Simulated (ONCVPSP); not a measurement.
cerium (Ce), ONCV: configuration errors across variants

ONCVPSP 4.0.1 input, shortened (lines: element, Z, core and valence counts, functional; n l f; lmax; l rc ep ncon nbas qcut; lloc lpopt rc5 dvloc0; l nproj debl; icmod fcfact rcfact), LDA (Perdew-Zunger), scalar-relativistic:

```
  Ce 58.00   10    4        3      upf
    1    0    2.00
    2    0    2.00
    2    1    6.00
    3    0    2.00
    3    1    6.00
    3    2   10.00
    4    0    2.00
    4    1    6.00
    4    2   10.00
    4    3    1.00
    5    0    2.00
    5    1    6.00
    5    2    1.50
    6    0    1.50
    2
    0    2.50    0.00    4    8    5.30
    1    2.35    0.00    4    7    6.20
    2    4.00    0.00    4    8    3.70
    4    5    2.00    4.00
    0    2    2.90
    1    2    1.10
    2    2    2.10
    3    5.50    1.25
```

All-electron excitation energies from the reference (eV): (1) 5s2 5p6 5d1 6s2 -0.409; (2) 5s2 5p6 5d1 6s1 5.862; (3) 5s2 5p6 5d1 6s0 17.208.

Errors AE − PS in meV (a dash: test not solved or not reliable):

```json
{"change": "base", "(1)": "+3.3", "(2)": "+0.6", "(3)": "-7.1", "bound ghosts": "none", "GHOST(+) flags above zero": "none"}
{"change": "d: rc 2.82", "(1)": "-0.2", "(2)": "-2.4", "(3)": "-7.2", "bound ghosts": "none", "GHOST(+) flags above zero": "none"}
{"change": "d: rc 3.2", "(1)": "+0.4", "(2)": "-2.0", "(3)": "-7.1", "bound ghosts": "none", "GHOST(+) flags above zero": "none"}
{"change": "d: rc 3.5", "(1)": "+1.2", "(2)": "-1.3", "(3)": "-6.9", "bound ghosts": "none", "GHOST(+) flags above zero": "none"}
{"change": "d: rc 3.76", "(1)": "+2.1", "(2)": "-0.6", "(3)": "-7.1", "bound ghosts": "none", "GHOST(+) flags above zero": "none"}
{"change": "d: rc 4.06", "(1)": "+3.5", "(2)": "+0.8", "(3)": "-7.2", "bound ghosts": "none", "GHOST(+) flags above zero": "none"}
{"change": "d: rc 4.74", "(1)": "+7.7", "(2)": "+5.7", "(3)": "-7.7", "bound ghosts": "none", "GHOST(+) flags above zero": "none"}
{"change": "d: rc 5.16", "(1)": "+8.2", "(2)": "-25", "(3)": "-153", "bound ghosts": "none", "GHOST(+) flags above zero": "d"}
{"change": "d: rc 5.54", "(1)": "+12", "(2)": "-23", "(3)": "-166", "bound ghosts": "none", "GHOST(+) flags above zero": "d"}
{"change": "d: rc 5.76", "(1)": "+16", "(2)": "+21", "(3)": "-0.5", "bound ghosts": "none", "GHOST(+) flags above zero": "none"}
```

(1) Give the same row for: d: rc 4.38.

Answers

(1) +5.3, +2.7, -7.7; bound ghosts: none; GHOST(+) flags above zero: none.
